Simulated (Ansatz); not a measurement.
Input for Ansatz (a first-principles code): U-CCSDT(Q)/cc-pVDZ on NO (SMILES [N]=O), 2S+1 = 4, a spin state set in the input, which need not be the lowest.

Ansatz 0.2 input:
```yaml
crystal:
  periodic: [false, false, false]
  atoms:
    - {symbol: N, position_ang: [-0.00000000, -0.00000000, -0.75733143]}
    - {symbol: O, position_ang: [0.00000000, 0.00000000, 0.66266501]}
basis:
  gaussian:
    orbitals: cc-pVDZ
magnetization: {spin_polarized: true, initial_magnetization: 3}
correlation: {method: ccsdt_q, electrons: outside_noble_gas}
scf: {omitted_lower_state_checks: [cluster_reference]}
```

### Question
What total energy does the run end on?

### Answer
-129.4339 hartree (reference determinant -129.1588, T1 diagnostic 0.027).

### Question
How many basis functions does it have, and what does it roughly cost on one machine?

### Answer
28 functions; about 8 core-seconds (a rough figure).
